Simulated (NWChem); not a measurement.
System meant: C3H5Br; SMILES C=C(C)Br

NWChem input:

```
start job
memory heap 200 mb stack 900 mb global 1100 mb
geometry units angstroms noautoz
  C      1.309892    -1.528559     0.000000
  C      0.113003    -0.943809     0.000000
  C     -1.211093    -1.628176     0.000000
  Br     0.000407     0.956740     0.000000
  H      2.239049    -0.956894     0.000000
  H      1.373598    -2.620470     0.000000
  H     -1.800039    -1.343433     0.885922
  H     -1.076627    -2.719620     0.000000
  H     -1.800039    -1.343433    -0.885922
end
basis spherical
  * library def2-svp
end
dft
  odft
  mult 2
  xc xpbe96 cpbe96
  iterations 150
  mulliken
end
task dft energy
```

End of the output:

```
 Summary of "ao basis" -> "" (spherical)
 ------------------------------------------------------------------------------
       Tag                 Description            Shells   Functions and Types
 ---------------- ------------------------------  ------  ---------------------
 *                          def2-svp                  on all atoms

  pbe96 is a nonlocal functional; adding pw91lda local functional.

                                 NWChem DFT Module
                                 -----------------

 Summary of "ao basis" -> "ao basis" (spherical)
 ------------------------------------------------------------------------------
       Tag                 Description            Shells   Functions and Types
 ---------------- ------------------------------  ------  ---------------------
 C                          def2-svp                 6       14   3s2p1d
 Br                         def2-svp                12       32   5s4p3d
 H                          def2-svp                 3        5   2s1p

 Summary of "ao basis" -> "ao basis" (spherical)
 ------------------------------------------------------------------------------
       Tag                 Description            Shells   Functions and Types
 ---------------- ------------------------------  ------  ---------------------
 C                          def2-svp                 6       14   3s2p1d
 Br                         def2-svp                12       32   5s4p3d
 H                          def2-svp                 3        5   2s1p

      Symmetry analysis of basis
      --------------------------

        a'         69
        a"         30

  number of electrons :                   58
  multiplicity        :                    2
 ------------------------------------------------------------------------
  no. of electrons and multiplicity not compatible                  58
 ------------------------------------------------------------------------
 ------------------------------------------------------------------------
  current input line :
    24: task dft energy
 ------------------------------------------------------------------------
 ------------------------------------------------------------------------
 There is an error in the input file
 ------------------------------------------------------------------------
 For more information see the NWChem manual at https://nwchemgit.github.io

0: no. of electrons and multiplicity not compatible:Received an Error in Communication
```

Problem. What is wrong, and how is it mended?

Solution. The input was rejected before any calculation. Cause: the multiplicity doesn't fit the number of electrons (an even count wants an odd multiplicity, and the reverse). This input runs:
```
start job
memory heap 200 mb stack 900 mb global 1100 mb
geometry units angstroms noautoz
  C      1.309892    -1.528559     0.000000
  C      0.113003    -0.943809     0.000000
  C     -1.211093    -1.628176     0.000000
  Br     0.000407     0.956740     0.000000
  H      2.239049    -0.956894     0.000000
  H      1.373598    -2.620470     0.000000
  H     -1.800039    -1.343433     0.885922
  H     -1.076627    -2.719620     0.000000
  H     -1.800039    -1.343433    -0.885922
end
basis spherical
  C library def2-svp
  Br library def2-svp
  H library def2-svp
end
dft
  xc xpbe96 cpbe96
  iterations 150
  mulliken
end
task dft energy
```
It converges to -2690.51478 Ha (PBE/def2-SVP).
